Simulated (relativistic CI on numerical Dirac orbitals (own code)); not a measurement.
## Level scheme of Lu XLIX

Method of calculation: Dirac-Coulomb-Breit CI, orbitals from a KLI potential per configuration, model QED, unscaled Slater integrals (own radial code, finite nucleus).

CI space (outside the closed core [Ne]): 3s2 3p6 3d5, 3s2 3p5 3d6, 3s2 3p4 3d7, 3s 3p6 3d6, 3p6 3d7, 3s 3p5 3d7, 3s2 3p6 3d4 4s, 3s2 3p6 3d4 4p, 3s2 3p4 3d6 4s, 3s2 3p6 3d4 4d, 3s2 3p4 3d6 4p, 3s2 3p5 3d5 4s, 3s2 3p6 3d4 4f, 3s 3p5 3d6 4s, 3s2 3p5 3d5 4p, 3s 3p5 3d6 4p, 3p6 3d6 4s, 3s2 3p6 3d3 4s2, 3p6 3d6 4p, 3s2 3p6 3d3 4s 4p, 3s2 3p6 3d4 5s, 3p6 3d5 4s2. Levels of other configurations are missing.

The lowest level is 3s2 3p6 3d5 4P_5/2, with 26 % of that term; Hund's rules for 3s2 3p6 3d5 give 6S with J = 5/2, of which the calculation keeps J, while another term leads.

| No. | Configuration | Term | J | E (cm⁻¹) | % | Next component (%) | jj configuration (%) |
| --- | --- | --- | --- | --- | --- | --- | --- |
| 1 | 3s2 3p6 3d5 | 4P | 5/2 | 0 | 26 | 24 2D | 3d5/2 (95) |
| 2 | 3s2 3p6 3d5 | 6S | 5/2 | 373274 | 36 | 23 2F | 3d3/2^3 3d5/2^2 (92) |
| 3 | 3s2 3p6 3d5 | 4G | 7/2 | 467375 | 33 | 25 2F | 3d3/2^3 3d5/2^2 (99) |
| 4 | 3s2 3p6 3d5 | 4D | 3/2 | 478882 | 38 | 30 4P | 3d3/2^3 3d5/2^2 (98) |
| 5 | 3s2 3p6 3d5 | 2H | 11/2 | 480362 | 43 | 34 4G | 3d3/2^3 3d5/2^2 (99) |
| 6 | 3s2 3p6 3d5 | 2G | 9/2 | 521231 | 30 | 29 4G | 3d3/2^3 3d5/2^2 (97) |
| 7 | 3s2 3p6 3d5 | 2D | 5/2 | 546930 | 31 | 29 4D | 3d3/2^3 3d5/2^2 (94) |
| 8 | 3s2 3p6 3d5 | 4P | 1/2 | 569641 | 44 | 29 2S | 3d3/2^3 3d5/2^2 (90) |
| 9 | 3s2 3p6 3d5 | 2F | 7/2 | 584707 | 39 | 32 2G | 3d3/2^3 3d5/2^2 (97) |
| 10 | 3s2 3p6 3d5 | 2D | 3/2 | 705224 | 60 | 20 4F | 3d3/2^3 3d5/2^2 (88) |
| 11 | 3s2 3p6 3d5 | 6S | 5/2 | 831547 | 32 | 28 2D | 3d3/2^2 3d5/2^3 (91) |
| 12 | 3s2 3p6 3d5 | 4D | 7/2 | 899396 | 52 | 41 4G | 3d3/2^2 3d5/2^3 (99) |
| 13 | 3s2 3p6 3d5 | 2I | 11/2 | 906025 | 50 | 49 4G | 3d3/2^2 3d5/2^3 (99) |
| 14 | 3s2 3p6 3d5 | 4G | 9/2 | 920601 | 61 | 36 2G | 3d3/2^2 3d5/2^3 (97) |
| 15 | 3s2 3p6 3d5 | 2I | 13/2 | 947465 | 100 |  | 3d3/2^2 3d5/2^3 (100) |
| 16 | 3s2 3p6 3d5 | 4D | 1/2 | 953104 | 78 | 15 2S | 3d3/2^2 3d5/2^3 (97) |
| 17 | 3s2 3p6 3d5 | 4P | 3/2 | 960180 | 53 | 34 4F | 3d3/2^2 3d5/2^3 (97) |
| 18 | 3s2 3p6 3d5 | 2F | 5/2 | 973713 | 42 | 31 4D | 3d3/2^2 3d5/2^3 (97) |
| 19 | 3s2 3p6 3d5 | 2H | 9/2 | 1014097 | 53 | 47 4F | 3d3/2^2 3d5/2^3 (100) |
| 20 | 3s2 3p6 3d5 | 2G | 7/2 | 1035702 | 61 | 35 2F | 3d3/2^2 3d5/2^3 (99) |
| 21 | 3s2 3p6 3d5 | 4F | 5/2 | 1048301 | 64 | 26 2D | 3d3/2^2 3d5/2^3 (98) |
| 22 | 3s2 3p6 3d5 | 2D | 3/2 | 1057241 | 85 | 11 4D | 3d3/2^2 3d5/2^3 (88) |
| 23 | 3s2 3p6 3d5 | 4P | 1/2 | 1099768 | 41 | 37 2P | 3d3/2^2 3d5/2^3 (83) |
| 24 | 3s2 3p6 3d5 | 2G | 7/2 | 1100059 | 46 | 35 2F | 3d3/2^2 3d5/2^3 (95) |
| 25 | 3s2 3p6 3d5 | 2G | 9/2 | 1169756 | 78 | 11 2H | 3d3/2^2 3d5/2^3 (97) |
| 26 | 3s2 3p6 3d5 | 2P | 3/2 | 1290216 | 74 | 24 2D | 3d3/2^2 3d5/2^3 (97) |
| 27 | 3s2 3p6 3d5 | 2D | 5/2 | 1309325 | 72 | 13 4D | 3d3/2^2 3d5/2^3 (84) |
| 28 | 3s2 3p6 3d5 | 4P | 5/2 | 1361789 | 31 | 30 2F | 3d3/2 3d5/2^4 (89) |
| 29 | 3s2 3p6 3d5 | 4F | 7/2 | 1429262 | 28 | 28 2F | 3d3/2 3d5/2^4 (99) |
| 30 | 3s2 3p6 3d5 | 2H | 11/2 | 1444265 | 55 | 27 2I | 3d3/2 3d5/2^4 (99) |

Energies count from the lowest computed level. Filled j subshells are mostly left out of the jj labels.

The mean weight of the leading LS term, summed over parents, in these 30 levels is 51 %, and that of the leading jj configuration (from the same eigenvectors) 95 %, so jj coupling describes them better and the LS labels are nominal.

At this charge energies of transitions that change n are usually good to better than 1 %, and those within a shell (Δn = 0) to a few per cent.

LS names give the leading component of a level, which can be under half, so a name can repeat, a term be missing and a line seem to break the LS rules.
